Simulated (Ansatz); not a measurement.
C3H7FSi can be A, `C=C([SiH3])CF`, or B, `C=C[SiH](C)F`.

Computed with Ansatz on PBE0-D4/def2-TZVP structures; ΔE is electronic, products minus reactants. CCSD(T)/CBS is the MP2 limit (def2-TZVPP, def2-QZVPP) plus CCSD(T) − MP2 in def2-TZVPP, frozen cores. DFT in def2-TZVPP. B3LYP here is the variant with VWN-RPA as its local correlation; programs differ in this. Each species was taken in one conformer, which may not be the lowest.

Problem. Which is lower in electronic energy at CCSD(T)/CBS, and by how much? (Estimate.)

Solution. Ansatz gave: B, by 265.8 kJ/mol.

Problem. Give E(B) − E(A) in kJ/mol with PBE0-D4, PBE-D4, r2SCAN-D4, CCSD(T)/def2-TZVPP, HF/def2-TZVPP, MP2/def2-TZVPP, B3LYP-D4. (Estimate.)

Solution. Ansatz gave: PBE0-D4 -251.2, PBE-D4 -244.4, r2SCAN-D4 -259.3, CCSD(T)/def2-TZVPP -259.6, HF/def2-TZVPP -262.4, MP2/def2-TZVPP -270.2, B3LYP-D4 -255.3. None reverses the order clearly.

Largest T1 diagnostic: 0.012.

From PBE to PBE0 (25 % exact exchange), in def2-TZVPP and without D4, E(B) − E(A) moves by −6.6 kJ/mol.
